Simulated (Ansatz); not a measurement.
Calculated with Ansatz (gas phase, PBE0-D4/def2-TZVP geometries, no zero-point term in ΔE). CCSD(T)/CBS is the MP2 limit (def2-TZVPP, def2-QZVPP) plus CCSD(T) − MP2 in def2-TZVPP, frozen cores. This one scheme is used for every species. Functionals use def2-TZVPP. HSE06 is defined as in plane-wave codes. def2 core potentials past Kr. For Sn outer-core shells are correlated without core-valence functions, which leaves a few kJ/mol of doubt a bond. Each species was taken in one conformer, which may not be the lowest.

Reaction (ligand exchange at the Sn–O bond): `[F][SnH]([Cl])[O][SiH3]` + HCl → `[F][SnH]([Cl])[Cl]` + `O[SiH3]`

(1) Is it downhill or uphill in electronic energy at CCSD(T)/CBS, and by how much? (Estimate.)

(2) What do these levels give: LDA (SPW92), r2SCAN0-D4, CAM-B3LYP-D4, HSE06, CCSD/def2-SVP, CCSD(T)/def2-TZVPP? (An estimate is asked.)

Largest T1 diagnostic among the species: 0.013.

## Answers

(1) Ansatz gave: Downhill: ΔE = -38.9 kJ/mol.

(2) Ansatz gave: LDA (SPW92) -49.2, r2SCAN0-D4 -48.7, CAM-B3LYP-D4 -41.4, HSE06 -53.4, CCSD/def2-SVP -34.8, CCSD(T)/def2-TZVPP -36.5 kJ/mol.

In def2-TZVPP, CCSD(T) changes the Hartree–Fock value by +11.5 kJ/mol (the triples alone add +1.1 kJ/mol) and MP2 by +8.9 kJ/mol. At CCSD(T), def2-SVP lies +5.2 kJ/mol from the extrapolated value and def2-TZVPP +2.4 kJ/mol. The D4 term adds +5.1 kJ/mol with B3LYP and +3.2 kJ/mol with PBE0; it sums over pairs of atoms, weighted by their polarisabilities, and B3LYP, whose exchange is more repulsive, gets the larger term.

B3LYP here is the variant with VWN-RPA as its local correlation; programs differ in this.
